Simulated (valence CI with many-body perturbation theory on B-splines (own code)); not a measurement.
Level structure of Nd10+

Level of theory: configuration interaction combined with many-body perturbation theory (CI+MBPT): four valence electrons over a frozen Dirac-Fock core [Kr] 4d10, a basis of 7 s, 7 p, 7 d, 7 f, 4 g, 2 h functions for each j, with the one-electron correlation potential Σ1 (screened to all orders), the two-electron term Σ2, the three-electron term Σ3, Breit, model QED; selected single and double excitations, second order for the rest, scaled by the run's own slope (own B-spline code, finite nucleus).

No measured spectrum was set against this ion. As an estimate, terms of the open shell hold to a few per cent of their energy, and close levels can change places; configurations with another count of f electrons can be misplaced by thousands of cm⁻¹. Among the levels kept, up to 300 cm⁻¹ of a level comes from second order outside the variational space, and about a tenth of that is noise between levels of different J, which matters for small intervals.

Levels 1 to 45 of 212, with energies above the lowest level, 4f 5s2 5p 3G_3. "Leading %" is the weight of the configuration and term that name the level; weights of strongly mixed levels are sums over their largest components and can fall short. Lifetimes count E1, E2, E3, M1 and M2 decay at the calculated energies, and are blank where another channel may lead or the interval is too uncertain; long ones can be off by a factor of two.

```tsv
No.	Configuration	Term	J	E (cm⁻¹)	Leading %	Second component	Lifetime	g
1	4f 5s2 5p	3G	3	0.0	62	28 % 4f 5s2 5p 1F		0.850
2	4f2 5s2	3H	4	1938	95			0.806
3	4f 5s2 5p	3F	2	3736	59	17 % 4f 5s2 5p 1D	19.2 s	0.802
4	4f2 5s2	3H	5	5011	98		1.34 s	1.032
5	4f 5s2 5p	3F	3	5763	39	34 % 4f 5s2 5p 3D	4.43 s	1.147
6	4f 5s2 5p	3G	4	7395	35	30 % 4f 5s2 5p 3F	246 ms	1.110
7	4f2 5s2	3H	6	8168	98		1.41 s	1.165
8	4f2 5s2	3F	2	9599	89	4 % 4f 5s2 5p 3F	20.3 s	0.684
9	4f2 5s2	3F	3	11466	93		1.61 s	1.084
10	4f2 5s2	3F	4	12426	55	26 % 4f2 5s2 1G	278 ms	1.155
11	4f2 5s2	1G	4	15883	61	35 % 4f2 5s2 3F	239 ms	1.088
12	4f2 5s2	1D	2	26304	87	8 % 4f2 5s2 3P	186 ms	1.032
13	5s2 5p2	3P	0	27427	44	40 % 4f2 5s2 3P	9.92 s	
14	4f2 5s2	1I	6	32869	98		337 ms	0.999
15	4f2 5s2	3P	1	33276	96		357 ms	1.500
16	4f2 5s2	3P	2	35220	90	8 % 4f2 5s2 1D	293 ms	1.459
17	4f2 5s2	3P	0	37066	57	32 % 5s2 5p2 3P	263 ms	
18	4f 5s2 5p	1F	3	39276	34	32 % 4f 5s2 5p 3G	1.71 ms	0.943
19	4f 5s2 5p	3F	4	43405	53	45 % 4f 5s2 5p 3G	1.59 ms	1.157
20	4f 5s2 5p	3D	2	46202	43	34 % 4f 5s2 5p 3F	1.48 ms	0.960
21	4f 5s2 5p	3D	3	48449	60	19 % 4f 5s2 5p 3F	1.47 ms	1.221
22	4f 5s2 5p	3G	5	48843	98		1.53 ms	1.200
23	4f 5s2 5p	3D	1	51456	98		1.38 ms	0.497
24	4f 5s2 5p	1G	4	54640	79	10 % 4f 5s2 5p 3G	1.26 ms	1.028
25	4f 5s2 5p	1D	2	56660	47	38 % 4f 5s2 5p 3D	1.41 ms	1.073
26	5s2 5p2	3P	1	66909	96		1.57 ms	1.500
27	4f2 5s2	1S	0	71222	91	6 % 5s2 5p2 3P	17.2 ms	
28	5s2 5p2	3P	2	79576	51	32 % 5s2 5p2 1D	3.35 ms	1.265
29	5s2 5p2	1D	2	118050	52	42 % 5s2 5p2 3P	573 μs	1.219
30	4f2 5s 5p	5I°	4	141450	63	16 % 4f2 5s 5p 5H°	14.7 ns	0.702
31	5s2 5p2	1S	0	141610	77	16 % 5s2 5p2 3P	251 μs	
32	4f2 5s 5p	5I°	5	145010	50	35 % 4f2 5s 5p 5H°	13.6 ns	1.000
33	4f2 5s 5p	5G°	2	148260	73	7 % 4f2 5s 5p 5F°	16.4 ns	0.445
34	4f2 5s 5p	5H°	6	149060	46	32 % 4f2 5s 5p 5I°	13.1 ns	1.173
35	4f2 5s 5p	5H°	3	149180	60	21 % 4f2 5s 5p 5G°	4.23 ns	0.650
36	4f2 5s 5p	5G°	3	151200	49	17 % 4f2 5s 5p 5F°	8.61 ns	0.959
37	4f2 5s 5p	5H°	4	151230	43	19 % 4f2 5s 5p 5G°	3.02 ns	0.939
38	4f2 5s 5p	3H°	5	152860	27	24 % 4f2 5s 5p 5G°	2.55 ns	1.087
39	4f2 5s 5p	5G°	4	153000	30	22 % 4f2 5s 5p 5F°	14.6 ns	1.219
40	4f 5s 5p2	5G°	2	153630	60	10 % 4f 5s 5p2 3F°	2.30 ns	0.548
41	4f 5s 5p2	5G°	3	155260	35	14 % 4f 5s 5p2 5F°	2.25 ns	1.146
42	4f2 5s 5p	5G°	6	155690	37	35 % 4f2 5s 5p 3H°	2.95 ns	1.199
43	4f2 5s 5p	5H°	7	156140	53	31 % 4f2 5s 5p 5I°	4.11 ns	1.229
44	4f2 5s 5p	5F°	2	158010	30	21 % 4f2 5s 5p 5D°	2.63 ns	1.061
45	4f2 5s 5p	5F°	1	158270	54	30 % 4f2 5s 5p 3D°	2.22 ns	0.336
```

Names give the largest LS component (configuration and term), which can be under half, so a name can repeat, a term be missing and a line seem to break the LS rules; names also repeat where a configuration has a term twice.

Where two levels of one J and parity lie close, their mixing, g and order are uncertain.

The ionisation energy to 4f 5s2 2F°_5/2 of the next ion comes out as 166.37 eV (NIST: 168 ± 8 eV (theoretical)). All 212 levels together are meant to be complete up to 221500 cm⁻¹.
